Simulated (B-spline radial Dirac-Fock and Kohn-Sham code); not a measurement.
**Yb¹⁶⁺: eigenvalues, ΔSCF and the reference**

System: ytterbium as Yb¹⁶⁺, configuration [Kr] 4d10 4f8.

The density-functional columns are spherical, spin-unpolarised Dirac-Kohn-Sham results without Breit or QED terms: −ε is minus the orbital energy of the initial state and ΔSCF the difference of two total energies. The reference in the last column comes from relaxed Dirac-Fock hole states (ΔSCF) with Breit and QED corrections and a finite nucleus. All numbers are from a radial finite-basis atomic code, in eV; a selection of levels is shown. The Kohn-Sham columns are given as differences from the reference. For the 1s level of heavy atoms much of the gap between ΔSCF and the reference is the Breit and QED part, -290.0 eV here; for other levels the error of the functional can be larger.

```
     level  LDA −ε − DF  LDA ΔSCF − DF  Dirac-Fock
    K (1s)       -247.5         +277.5     61722.6
   L1 (2s)       -164.0          -59.9     10887.4
L2 (2p1/2)       -120.6           +9.8     10371.4
L3 (2p3/2)       -131.4          -15.9      9336.3
   M1 (3s)        -88.0          -50.5      2796.3
M2 (3p1/2)        -71.6          -32.1      2570.5
M3 (3p3/2)        -70.8          -33.7      2347.5
M4 (3d3/2)        -50.1           -7.7      1968.5
M5 (3d5/2)        -51.1           -9.6      1921.0
   N1 (4s)        -45.6          -25.2       867.9
N2 (4p1/2)        -38.0          -17.8       774.9
N3 (4p3/2)        -37.9          -18.4       722.0
N4 (4d3/2)        -25.0           -5.8       567.0
N5 (4d5/2)        -25.1           -6.2       557.1
 N6,7 (4f)        -15.5           +2.8       368.8
```

Values without a named source are computed, but for edge energies of neutral atoms, which are taken from tables.
